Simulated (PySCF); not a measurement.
Si(H)(I)2(OH) (H2I2OSi), SMILES O[SiH](I)I. Geometry: PBE-D3(BJ)/def2-SVP. The structure was generated by enumeration, and PubChem lists no compound with its InChIKey, so it may never have been made. The def2 effective core potentials stand for the cores of I; spin–orbit coupling is left out. The values are those of a single conformer.

Problem. Give the equilibrium geometry at PBE-D3(BJ)/def2-SVP (PySCF confirms it by a frequency run) as bond lengths and angles, and its point group. (Estimate from the structure and the level; the computed values follow.)

Solution. Several could match; the one computed here: point group Cs.
Atoms: Si1 O2 I3 I4 H5 H6. Bonds (Å): Si1–O2 1.664, Si1–I3 2.468, Si1–I4 2.468, Si1–H5 1.490, O2–H6 0.975. Angles (°): O2–Si1–I3 111.4, O2–Si1–I4 111.4, O2–Si1–H5 106.2, I3–Si1–I4 109.1, I3–Si1–H5 109.3, I4–Si1–H5 109.3, Si1–O2–H6 116.1.
